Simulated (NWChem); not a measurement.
System: ZrClF$_{3}$; SMILES [F][Zr]([F])([F])[Cl]

NWChem input:

```
start job
memory heap 200 mb stack 900 mb global 1100 mb
geometry units angstroms noautoz
  Zr     0.000000     0.000000    -0.220532
  F     -1.409623     1.079593    -0.866253
  F      1.639767     0.680973    -0.866253
  F     -0.230144    -1.760566    -0.866253
  Cl     0.000000     0.000000     2.124475
end
basis spherical
  Zr library def2-svp
  F library def2-svp
  Cl library def2-svp
end
ecp
  Zr library def2-ecp
end
dft
  xc xpbe96 cpbe96
  iterations 150
  mulliken
end
task dft energy
```

NWChem printed, in part:

```
             Northwest Computational Chemistry Package (NWChem) 7.3.0
             --------------------------------------------------------

 C3  symmetry detected

                             Geometry "geometry" -> ""
                             -------------------------

 Output coordinates in angstroms (scale by  1.889725989 to convert to a.u.)

  No.       Tag          Charge          X              Y              Z
 ---- ---------------- ---------- -------------- -------------- --------------
    1 Zr                  40.0000     0.00000000     0.00000000    -0.26703157
    2 F                    9.0000    -1.69454768    -0.53015766    -0.91275257
    3 F                    9.0000     0.38814384     1.73260017    -0.91275257
    4 F                    9.0000     1.30640385    -1.20244251    -0.91275257
    5 Cl                  17.0000    -0.00000000     0.00000000     2.07797543

 Effective nuclear repulsion energy (a.u.)     567.5947861126

      Symmetry information
      --------------------

 Group name             C3
 Group number              5
 Group order               3
 No. of unique centers     3

 Summary of "ao basis" -> "ao basis" (spherical)
 ------------------------------------------------------------------------------
       Tag                 Description            Shells   Functions and Types
 ---------------- ------------------------------  ------  ---------------------
 Zr                         def2-svp                11       31   5s3p2d1f
 F                          def2-svp                 6       14   3s2p1d
 Cl                         def2-svp                 8       18   4s3p1d

      Symmetry analysis of basis
      --------------------------

        a          35
        e+         28
        e-         28

  Rotation of axis

            General Information
            -------------------
          SCF calculation type: DFT
          Wavefunction type:  closed shell.
          No. of atoms     :     5
          No. of electrons :    56
           Alpha electrons :    28
            Beta electrons :    28
          Charge           :     0
          Spin multiplicity:     1
          Use of symmetry is: on ; symmetry adaption is: on
          Maximum number of iterations: 150
          AO basis - number of functions:    91
                     number of shells:    37
          Convergence on energy requested:  1.00D-06
          Convergence on density requested:  1.00D-05
          Convergence on gradient requested:  5.00D-04

              XC Information
              --------------
          PerdewBurkeErnzerhof Exchange Functional  1.000
            Perdew 1991 LDA Correlation Functional  1.000 local
           PerdewBurkeErnz. Correlation Functional  1.000 non-local

             Grid Information
             ----------------
          Grid used for XC integration:  medium
          Radial quadrature: Mura-Knowles
          Angular quadrature: Lebedev.
          Tag              B.-S. Rad. Rad. Pts. Rad. Cut. Ang. Pts.
          ---              ---------- --------- --------- ---------
          Zr                  1.55      123          10.0       590
          F                   0.50       49           9.0       434
          Cl                  1.00       88          10.0       590
          Grid pruning is: on
          Number of quadrature shells:   260
          Spatial weights used:  Erf1

      Superposition of Atomic Density Guess
      -------------------------------------

 Sum of atomic energies:        -810.70053798

      Non-variational initial energy
      ------------------------------

 Total energy =    -803.481703
 1-e energy   =   -1623.919171
 2-e energy   =     572.004987
 HOMO         =      -0.467845
 LUMO         =      -0.041785

      Symmetry analysis of molecular orbitals - initial
      -------------------------------------------------

  Numbering of irreducible representations:

     1 a           2 e+          3 e-

  Orbital symmetries:

     1 a           2 a           3 e+          4 e+          5 a
     6 a           7 e+          8 e+          9 a          10 e+
    11 e+         12 a          13 a          14 e+         15 e+
    16 a          17 e+         18 e+         19 a          20 e+
    21 e+         22 a          23 a          24 e+         25 e+
    26 a          27 e+         28 e+         29 a          30 a
    31 e+         32 e+         33 e+         34 e+         35 a
    36 e+         37 e+         38 a

     ---------------------------------------------
      Total Density - Mulliken Population Analysis
     ---------------------------------------------

    Atom       Charge   Shell Charges
 -----------   ------   -------------------------------------------------------
    1 Zr  12     9.35  -0.47  1.58  0.91  0.19  0.02  5.84  0.29  0.06  0.65  0.17  0.11
    2 F    9     9.70   1.99  1.16  0.79  3.59  2.15  0.00
    3 F    9     9.70   1.99  1.16  0.79  3.59  2.15  0.00
    4 F    9     9.70   1.99  1.16  0.79  3.59  2.15  0.00
    5 Cl  17    17.56   2.00  1.99  1.23  0.72  5.94  2.22  3.45  0.01

   convergence    iter        energy       DeltaE   RMS-Dens  Diis-err
 ---------------- ----- ----------------- --------- --------- ---------
 d= 0,ls=0.0,diis     1   -805.9529884441 -1.05D+03  4.99D-02  2.44D+00
 d= 0,ls=0.0,diis     2   -799.9408441036  6.01D+00  3.66D-02  6.58D+01
 d= 0,ls=0.0,diis     3   -806.2289459117 -6.29D+00  6.97D-03  5.66D-01
 d= 0,ls=0.0,diis     4   -806.2737657383 -4.48D-02  3.39D-03  1.45D-01
 d= 0,ls=0.0,diis     5   -806.2921116632 -1.83D-02  9.33D-04  9.44D-03
  Resetting Diis
 d= 0,ls=0.0,diis     6   -806.2934099440 -1.30D-03  1.81D-04  4.07D-04
 d= 0,ls=0.0,diis     7   -806.2934492039 -3.93D-05  1.24D-04  2.43D-05
 d= 0,ls=0.0,diis     8   -806.2934409718  8.23D-06  7.95D-05  8.56D-05
 d= 0,ls=0.0,diis     9   -806.2934530784 -1.21D-05  8.89D-06  1.52D-06
 d= 0,ls=0.0,diis    10   -806.2934532076 -1.29D-07  3.63D-06  2.94D-07

         Total DFT energy =     -806.293453207628
      One electron energy =    -1627.498954108095
           Coulomb energy =      637.927320467812
    Exchange-Corr. energy =      -65.154300776239
 Nuclear repulsion energy =      248.432481208893

 Numeric. integr. density =       56.000008668183

                  Occupations of the irreducible representations
                  ----------------------------------------------

                     irrep           alpha         beta
                     --------     --------     --------
                     a                12.0         12.0
                     e+               16.0         16.0
                     e-                0.0          0.0

                       DFT Final Molecular Orbital Analysis
                       ------------------------------------

 Vector   26  Occ=2.000000D+00  E=-3.415407D-01  Symmetry=a
              MO Center=  3.6D-15, -4.1D-15,  1.6D+00, r^2= 2.5D+00
   Bfn.  Coefficient  Atom+Function         Bfn.  Coefficient  Atom+Function
  ----- ------------  ---------------      ----- ------------  ---------------
    86      0.530999  5 Cl pz                83      0.426397  5 Cl pz
    80      0.249536  5 Cl pz                 8      0.226845  1 Zr pz
    17     -0.216055  1 Zr d  0               4     -0.162548  1 Zr s
     2      0.145093  1 Zr s                 76      0.108296  5 Cl s
    37      0.106433  2 F  pz                51      0.106433  3 F  pz

 Vector   27  Occ=2.000000D+00  E=-3.080354D-01  Symmetry=e+
              MO Center= -1.1D-02, -3.2D-02,  1.8D+00, r^2= 1.8D+00
   Bfn.  Coefficient  Atom+Function         Bfn.  Coefficient  Atom+Function
  ----- ------------  ---------------      ----- ------------  ---------------
    84      0.592819  5 Cl px                81      0.449040  5 Cl px
    78      0.262117  5 Cl px                18     -0.102297  1 Zr d  1
     6     -0.101111  1 Zr px                85     -0.094773  5 Cl py
    35      0.079557  2 F  px                82     -0.071787  5 Cl py
    37     -0.070516  2 F  pz                65      0.065647  4 F  pz

 Vector   28  Occ=2.000000D+00  E=-3.080354D-01  Symmetry=e+
              MO Center=  1.1D-02,  3.2D-02,  1.8D+00, r^2= 1.8D+00
   Bfn.  Coefficient  Atom+Function         Bfn.  Coefficient  Atom+Function
  ----- ------------  ---------------      ----- ------------  ---------------
    85      0.592819  5 Cl py                82      0.449040  5 Cl py
    79      0.262117  5 Cl py                16      0.102297  1 Zr d -1
     7     -0.101111  1 Zr py                84      0.094773  5 Cl px
    50      0.093180  3 F  py                51      0.078613  3 F  pz
    81      0.071787  5 Cl px                53     -0.065949  3 F  py

 Vector   29  Occ=0.000000D+00  E=-9.076165D-02  Symmetry=e+
              MO Center= -2.6D-02,  4.2D-03, -1.4D-01, r^2= 2.0D+00
   Bfn.  Coefficient  Atom+Function         Bfn.  Coefficient  Atom+Function
  ----- ------------  ---------------      ----- ------------  ---------------
    18      0.699633  1 Zr d  1              19      0.417279  1 Zr d  2
    16     -0.414155  1 Zr d -1              84      0.180340  5 Cl px
    15      0.164325  1 Zr d -2              37      0.155983  2 F  pz
    64      0.127418  4 F  py                40     -0.125742  2 F  pz
    81      0.119457  5 Cl px                51     -0.109803  3 F  pz

[...]
```

Level: PBE/def2-SVP with def2 effective core potentials on Zr. Coordinates come from a PBE0/def2-SVP optimisation. def2 effective core potentials on Zr; no spin-orbit coupling.
